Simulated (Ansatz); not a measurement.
Geometry optimisation, RKS B3LYP-D4/def2-SVPD in Ansatz 0.2.0.

input.yaml

```yaml
crystal:
  periodic: [false, false, false]
  atoms:
    - { symbol: B, position_ang: [0.156107, -0.589973, -0.377126] }
    - { symbol: H, position_ang: [0.011224, 0.251879, 1.859863] }
    - { symbol: Cl, position_ang: [1.590514, 0.291391, -0.85395] }
    - { symbol: F, position_ang: [-1.030262, -0.038625, -0.479924] }
    - { symbol: Cl, position_ang: [0.271798, -2.318497, 0.185148] }
    - { symbol: H, position_ang: [0.116919, -0.449874, 1.955688] }
basis:
  gaussian: { orbitals: def2-SVPD }
hamiltonian:
  xc: b3lyp
  dispersion: d4
relax:
  f_tol: 0.03
  max_steps: 50
```

Command:

```bash
$ ansatz run input.yaml --threads 4 --pin off --max-ram 5120MiB --backend cpu --events-out ev --progress --plain --runs-dir out
```

Question: Where does it end, and by what steps?

Answer: The run converged. After 9 steps the energy has fallen by 0.194 eV; H6 moved furthest, 0.50 Å.

```
step  energy less start (eV)  largest force component (eV/Å)  accepted
   0                  0.0000                           1.750       yes
   1                 -0.1462                           0.746       yes
   2                 -0.1409                           0.684        no
   3                 -0.1734                           0.347       yes
   4                 -0.1875                           0.136       yes
   5                 -0.1922                           0.137       yes
   6                 -0.1930                           0.144       yes
   7                 -0.1932                           0.141       yes
   8                 -0.1932                           0.126       yes
   9                 -0.1940                           0.009       yes
```

```xyz
6
Properties=species:S:1:pos:R:3
B 0.166 -0.716 -0.577
H -0.044 0.445 2.190
Cl 1.598 0.229 -0.939
F -1.014 -0.133 -0.614
Cl 0.267 -2.422 -0.185
H 0.144 -0.256 2.414
```

Whether the end is a true minimum wasn't checked by a vibrational analysis.

The run took 16 s on 4 threads of Arm Neoverse V1, on a shared host, peak memory 0.25 GiB.
